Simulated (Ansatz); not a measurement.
One geometry of the cluster ZrAg4⁺, several levels of theory.

```yaml
crystal:
  periodic: [false, false, false]
  atoms:
    - {symbol: Zr, position_ang: [1.106808, 0.103201, 0.050953]}
    - {symbol: Ag, position_ang: [1.087210, -2.731126, -0.023874]}
    - {symbol: Ag, position_ang: [0.557920, 2.884940, 0.084130]}
    - {symbol: Ag, position_ang: [-1.498590, 1.181361, -0.029290]}
    - {symbol: Ag, position_ang: [-1.253348, -1.438366, -0.081919]}
basis:
  gaussian: {orbitals: STO-3G}
total_charge: 1
magnetization: {spin_polarized: true, initial_magnetization: 1}
hamiltonian: {xc: hf}
scf: {omitted_lower_state_checks: [starts]}
output: {orbitals: {seedname: orbitals}}
```

The file start.molden holds the orbitals of an earlier run on this structure, at another level or in another basis.

```sh
$ ansatz run in.yaml --threads 4 --pin off --events-out ev --progress --plain --max-ram 4787MiB
```

It prints (some lines left out):

```
Functional definition: HF
  name "HF"
  cite "Fock, Z. Phys. 61, 126 (1930) doi:10.1007/BF01340294"
  parent pbe
  exchange = exact_x
  correlation = 0
these checks for a lower state are left out or cut short: starts
1661 factors; integrals over basis functions are off by at most 1.1e-3 eV
mean field evaluation 1: about -655482.5291 eV, gradient 4.0e1 eV
mean field evaluation 2: about -655482.6539 eV, gradient 4.0e1 eV
mean field evaluation 4: about -655472.2372 eV, gradient 8.1e1 eV
mean field evaluation 8: about -655505.1078 eV, gradient 1.7e0 eV
mean field evaluation 16: about -655505.5743 eV, gradient 3.7e-1 eV
mean field evaluation 32: about -655510.1372 eV, gradient 6.3e-1 eV
mean field -655510.13834080 eV, -24089.5532632943 hartree, gradient 8.3e-6 eV, S^2 4.894575; 0 other end points of the search recorded, 0 dependent functions left out
reference -655510.13834080 eV, -24089.5532632943 hartree; 114, 113 occupied and 21, 22 virtual orbitals, 1661 factors
Total energy: -655510.13834080 eV, -24089.5532632943 hartree
Checks for a lower state left out: starts
```

Hardware: 4 threads of Arm Neoverse V1 on a shared host. Wall time 2.2 min, peak host memory 2.4 GiB.

The first input with `gaussian: {orbitals: def2-TZVP, initial_orbitals: start.molden}`, `hamiltonian: {xc: pbe}`, `correlation: {method: rpa}` and without the key `output` (abridged; 25 s):

```
Functional definition: PBE
mean field -17276.71552940 eV, -634.9075851271 hartree, gradient 3.7e-6 eV, S^2 0.762018
Total energy: -17241.20287617 eV, -633.6025191921 hartree
Checks for a lower state left out: starts
```

As the first input, with `gaussian: {orbitals: def2-SVP, initial_orbitals: start.molden}`, `hamiltonian: {xc: pbe0, dispersion: d4}` (abridged; 19 s):

```
Functional definition: PBE0
mean field -17269.08531059 eV, -634.6271797579 hartree, gradient 5.7e-6 eV, S^2 0.792184
Total energy: -17269.34061166 eV, -634.6365618990 hartree
Checks for a lower state left out: starts
```

The first input with `gaussian: {orbitals: def2-TZVP, initial_orbitals: start.molden}`, `hamiltonian: {xc: {name: revPBE}, dispersion: d4}` (abridged; 22 s):

```
Functional definition: revPBE
mean field -17282.24887591 eV, -635.1109318608 hartree, gradient 9.7e-6 eV, S^2 0.763176
Total energy: -17282.75150704 eV, -635.1294032138 hartree
Checks for a lower state left out: starts
```

Geometry: r2SCAN-D4/def2-SVP.

In the def2 sets Ag, Zr take a core potential, while STO-3G treats all electrons; there is no spin–orbit coupling. Correlated methods freeze no core orbitals; core or outer-core shells of Zr, Ag are correlated, in sets that lack core-valence functions. At HF/STO-3G the charge 1 doublet is spin-contaminated (final ⟨S²⟩ up to 4.89, 0.75 for a pure state). The structure comes from a short search, and lower isomers may exist.
